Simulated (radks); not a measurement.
Q: The mean radii <r> (bohr) of the occupied orbitals of an atom or ion are listed with their occupations. Method: non-relativistic Kohn-Sham, LB94 model potential, spin-polarised, spherical densities, point nucleus; computed with a radial shooting solver on a logarithmic mesh with Libxc functionals.

orbital  occ.      <r>
1s down     1  0.01867
1s up       1  0.01867
2s down     1  0.07853
2s up       1  0.07853
2p down     3  0.06631
2p up       3  0.06631
3s up       1   0.1972
3s down     1   0.1970
3p up       3   0.1876
3p down     3   0.1875
3d up       5   0.1636
3d down     5   0.1634
4s up       1   0.4195
4s down     1   0.4203
4p up       3   0.4196
4p down     3   0.4204
4d up       5   0.4163
4d down     5   0.4172
4f up       7   0.3995
4f down     1   0.4002

Name the element and its charge. Open shells, if any, are filled with parallel spins first.

A: Z = 81, thallium, charge +27: Tl27+ in [Kr] 4d10 4f8. The 1s radius gives Z: for a bare nucleus <r> = 1.5/Z, 0.01852 bohr for Z = 81, and screening makes it slightly larger (0.01867 here). The occupations add up to 54, and the charge is Z minus that.
